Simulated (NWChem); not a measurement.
# C2H6BBr; SMILES CB(C)Br

Results from NWChem. Pople sets run with spherical d functions. The geometry was optimised at PBE0/def2-SVP. B3LYP is NWChem's, with the RPA form of VWN correlation.

Problem. Order these by “highest occupied level (eV)”, lowest first: B3LYP/STO-3G; B3LYP/3-21G; B3LYP/6-311G**.

Solution. B3LYP/6-311G** (-7.59), B3LYP/3-21G (-7.19), B3LYP/STO-3G (-4.82)
